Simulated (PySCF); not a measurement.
# Bond curve of As₂⁺

Set-up: basis As cc-pVDZ-PP with ECP10; scalar-relativistic core potentials; PySCF 2.14. Energies in eV from As⁺ + As in their ground configurations at the same level. State: ²Πu (doublet), unpaired electrons π ↑.

```
R (Å)     UHF
1.888   0.144
1.976  -0.688
2.063  -1.096
2.129  -1.196
2.195  -1.164
2.261  -1.032
2.349  -0.740
2.458  -0.250
2.590   0.443
2.766   1.435
```

Q: Put a parabola through the three lowest points of the UHF curve and estimate Re, k and ωe (reduced mass 37.46 u; 1 eV/Å² = 0.16022 mdyn/Å; ωe = 1302.8·√(k/μ) cm⁻¹).

A: Through R = 2.063, 2.129, 2.195 Å the second-order coefficient is 15.2 eV/Å², so Re ≈ 2.146 Å, k ≈ 4.86 mdyn/Å and ωe ≈ 469 cm⁻¹. A polynomial fit of higher order to the unrounded UHF energies gives Re = 2.144 Å, k = 4.57 mdyn/Å, ωe = 455 cm⁻¹; anharmonicity and rounding make the difference.

The higher-order fit for each curve: UHF: Re = 2.144 Å, ωe = 455 cm⁻¹, De = 1.20 eV.

Spin–orbit coupling is left out. Hartree–Fock leaves out correlation, which carries a large part of most bond energies and some tenths to 1 eV of ionisation energies. The state is the lowest determinant that a PBE0 search found; another state may lie lower at other levels.
